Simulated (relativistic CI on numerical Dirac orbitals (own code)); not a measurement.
Charge states of iron

These numbers are calculated, not measured: Dirac-Coulomb-Breit CI, orbitals from a KLI potential per configuration, model QED (radiative potential, 1s self-energy scaled to tabulated hydrogen-like ionisation energies), valence Slater integrals scaled by 0.9 (own radial code, finite nucleus).

Each species is treated in one configuration, given outside its closed core. Radial values are for the open shell of highest l, unscaled and averaged over j; ζ includes the Breit term. Labels give the leading LS character, summed over repeated terms.

```
  Ion  Configuration  Its lowest level  LS weight (%)  ⟨r⟩ (bohr)  ⟨r²⟩ (bohr²)    g_J  g√(J(J+1))  Next level  E (cm⁻¹)
   Fe        3d6 4s2              5D_4            100       1.122          1.69  1.500        6.71        5D_3    407.43
  Fe⁺         3d6 4s            6D_9/2            100       1.098         1.581  1.556        7.74      6D_7/2    373.16
 Fe²⁺            3d6              5D_4            100       1.063         1.446  1.500        6.71        5D_3    419.76
 Fe³⁺            3d5            6S_5/2            100        0.98         1.198  2.001        5.92     4G_11/2     33056
 Fe⁴⁺            3d4              5D_0            100      0.9162         1.029               0.00        5D_1    137.69
 Fe⁵⁺            3d3            4F_3/2            100      0.8647        0.9056  0.399        0.77      4F_5/2    493.67
 Fe⁶⁺            3d2              3F_2            100      0.8214        0.8096  0.666        1.63        3F_3    1016.3
 Fe⁷⁺             3d            2D_3/2            100      0.7842        0.7325  0.799        1.55      2D_5/2    1790.5
 Fe⁸⁺        3s2 3p6              1S_0            100                                         0.00                      
 Fe⁹⁺        3s2 3p5           2P°_3/2            100      0.7454        0.6414  1.333        2.58     2P°_1/2     15858
Fe¹⁰⁺        3s2 3p4              3P_2             96      0.7303        0.6148  1.479        3.62        3P_1     12789
Fe¹¹⁺        3s2 3p3           4S°_3/2             97      0.7159        0.5904  1.983        3.84     2D°_3/2     42795
Fe¹²⁺        3s2 3p2              3P_0             97      0.7023        0.5677               0.00        3P_1      9318
Fe¹³⁺         3s2 3p           2P°_1/2            100      0.6893        0.5468  0.665        0.58     2P°_3/2     19158
Fe¹⁴⁺            3s2              1S_0            100                                         0.00                      
Fe¹⁵⁺             3s            2S_1/2            100       0.673        0.5143  2.001        1.73                      
Fe¹⁶⁺        2s2 2p6              1S_0            100                                         0.00                      
Fe¹⁷⁺        2s2 2p5                 ?              ?           ?             ?      ?           ?           ?         ?
Fe¹⁸⁺        2s2 2p4              3P_2             89      0.2217       0.05973  1.444        3.54        3P_0     77424
Fe¹⁹⁺        2s2 2p3           4S°_3/2             87      0.2178        0.0575  1.901        3.68     2D°_3/2    130150
Fe²⁰⁺        2s2 2p2              3P_0             91       0.214       0.05543               0.00        3P_1     72936
Fe²¹⁺         2s2 2p           2P°_1/2            100      0.2105       0.05352  0.661        0.57     2P°_3/2    120990
Fe²²⁺            2s2              1S_0            100                                         0.00                      
Fe²³⁺             2s            2S_1/2            100      0.2394       0.06697  1.997        1.73
```

Fill in the row of Fe¹⁷⁺.

Its lowest level 2P°_3/2; LS weight (%) 100; ⟨r⟩ (bohr) 0.2259; ⟨r²⟩ (bohr²) 0.06213; g_J 1.331; g√(J(J+1)) 2.58; Next level 2P°_1/2; E (cm⁻¹) 102460.

With one configuration, terms of near-neutral atoms and ions can be 10 to 25 % off, and close levels can change places.
